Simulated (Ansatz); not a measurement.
A structure relaxed at PBE0-D4/def2-SVP in Ansatz, charge 0, singlet:

```xyz
10

B    -0.245   -0.451   -0.013
C     0.900   -0.209   -1.047
H     1.841   -0.511   -0.545
H     1.017    0.857   -1.298
H     0.821   -0.808   -1.965
C    -0.687    0.598    1.057
H    -1.461    1.227    0.575
H     0.131    1.280    1.338
H    -1.145    0.166    1.957
Br   -1.172   -2.148   -0.059
```

(1) Give its formula, name or SMILES and point group.

(2) Summarise the bond lengths by kind (pairs closer than 1.2 times the sum of covalent radii, bridged metal pairs left out).

Answers

(1) BMe2Br (C₂H₆BBr). Point group C2 (tolerance 0.1 Å).

(2) 2 × B–C 1.56 Å; 1 × B–Br 1.93 Å; 6 × C–H 1.10 to 1.11 Å.
